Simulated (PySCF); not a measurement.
CoH18N6, SMILES [NH3]->[Co+3](<-[NH3])(<-[NH3])(<-[NH3])(<-[NH3])<-[NH3], charge +3, multiplicity 1.

Geometry optimised at PBE0-D3(BJ)/def2-SVP. The spin state was assumed, not searched. The isomer is the one that the SMILES or the coordinates give; other isomers of the formula were not compared.

The numbers are results of TDA-PBE0/def2-SVP (PySCF), not measurements.

Vertical excitations. 

```
state  energy (eV)  λ (nm)      f                                                             main pairs
-----  -----------  ------  -----  ---------------------------------------------------------------------
S1            2.48     500  0.000                                     HOMO→LUMO+1 55 %, HOMO−1→LUMO 43 %
S2            2.48     499  0.000                   HOMO−2→LUMO 43 %, HOMO−1→LUMO 30 %, HOMO→LUMO+1 17 %
S3            2.48     499  0.000                 HOMO−2→LUMO+1 47 %, HOMO→LUMO 22 %, HOMO−1→LUMO+1 20 %
S4            3.60     344  0.000                                     HOMO→LUMO 57 %, HOMO−1→LUMO+1 42 %
S5            3.61     343  0.000                   HOMO−2→LUMO 52 %, HOMO→LUMO+1 25 %, HOMO−1→LUMO 23 %
S6            3.61     343  0.000                 HOMO−2→LUMO+1 47 %, HOMO−1→LUMO+1 35 %, HOMO→LUMO 17 %
T1            1.56     793      0                                     HOMO−1→LUMO 67 %, HOMO→LUMO+1 28 %
T2            1.57     790      0  HOMO→LUMO+1 33 %, HOMO−2→LUMO 26 %, HOMO−2→LUMO+1 19 %, HOMO→LUMO 8 %
```
Triplets are in the Tamm–Dancoff approximation.
